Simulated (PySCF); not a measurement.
The dipole of `FC1=C[SiH2]C=CC=C1` from its density and from atomic charges.

Coordinates (GFN2-xTB, Å) and charges (e) from the PBE0/pcSseg-1 density (PySCF):

```
atom       x       y       z  Mulliken      IAO  Hirshfeld  ESP-fitted
  F1  -0.792   2.858  -0.560   -0.2952  -0.2865    -0.0947     -0.2297
  C2  -0.532   1.569  -0.186   +0.2943  +0.3055    +0.0917     +0.4517
  C3  -1.535   0.692  -0.251   -0.4404  -0.4916    -0.1685     -0.5518
 Si4  -1.388  -1.072   0.346   +0.7799  +0.7741    +0.3318     +0.5752
  C5   0.255  -1.664  -0.336   -0.3884  -0.4236    -0.1322     -0.3702
  C6   1.401  -0.976  -0.274   -0.0945  -0.1291    -0.0387     -0.0704
  C7   1.629   0.345   0.254   -0.1182  -0.1407    -0.0306     -0.0869
  C8   0.823   1.422   0.277   -0.1887  -0.1800    -0.0526     -0.2884
  H9  -2.471   1.055  -0.650   +0.1393  +0.1759    +0.0481     +0.2126
 H10  -2.486  -1.871  -0.209   -0.1002  -0.1173    -0.0750     -0.1115
 H11  -1.409  -1.134   1.815   -0.0751  -0.1299    -0.0812     -0.1208
 H12   0.291  -2.639  -0.807   +0.1289  +0.1588    +0.0455     +0.1639
 H13   2.311  -1.445  -0.642   +0.1134  +0.1530    +0.0506     +0.1271
 H14   2.646   0.506   0.594   +0.1172  +0.1603    +0.0540     +0.1315
 H15   1.252   2.362   0.607   +0.1278  +0.1708    +0.0516     +0.1677
```

**Question.** What dipole does each set of charges give (1 e·Å = 4.803 D), and what does the density give?

**Answer.** The full density gives (1.16, -1.34, 0.23) D, 1.79 D in size; dipole vectors point from the negative to the positive end.

```json
{"scheme": "Mulliken", "μx": "-0.62", "μy": "-3.92", "μz": "1.58", "size (D)": "4.27", "share of the full size (%)": "239", "angle to the full dipole (°)": "50"}
{"scheme": "IAO", "μx": "0.75", "μy": "-2.82", "μz": "1.12", "size (D)": "3.12", "share of the full size (%)": "175", "angle to the full dipole (°)": "29"}
{"scheme": "Hirshfeld", "μx": "0.78", "μy": "-0.90", "μz": "0.27", "size (D)": "1.22", "share of the full size (%)": "69", "angle to the full dipole (°)": "5"}
{"scheme": "ESP-fitted", "μx": "1.15", "μy": "-1.37", "μz": "0.27", "size (D)": "1.81", "share of the full size (%)": "101", "angle to the full dipole (°)": "1"}
```

**Question.** Which set comes closest?

**Answer.** Length of the difference vector: ESP-fitted 0.05 D, Hirshfeld 0.58 D, IAO 1.78 D, Mulliken 3.42 D. Closest: ESP-fitted. 

**Question.** What is left for the Hirshfeld atoms' own dipoles?

**Answer.** The shares of the density sum to the whole, so what Σ q r misses lies in dipoles about the nuclei. The atomic dipoles sum to (1.16, -1.34, 0.23) − (0.78, -0.90, 0.27) = (0.38, -0.44, -0.04) D, 0.58 D in size.

**Question.** With the origin at the mean of the coordinates, (0.000, 0.001, -0.001) Å, which are the largest single terms, by size, of the Hirshfeld dipole along the direction of the full one?

**Answer.** C3 +1.25, F1 +1.24, C5 -0.87, C2 -0.68, H13 +0.61 D; all 15 atoms together +1.22 D. The single terms depend on the origin, their sum doesn't.

**Question.** Give the size of the full dipole in other units.

**Answer.** 1.79 D = 0.703 au = 0.372 e·Å = 5.96 × 10⁻³⁰ C·m.

Isolated species at its GFN2-xTB geometry, gas phase.
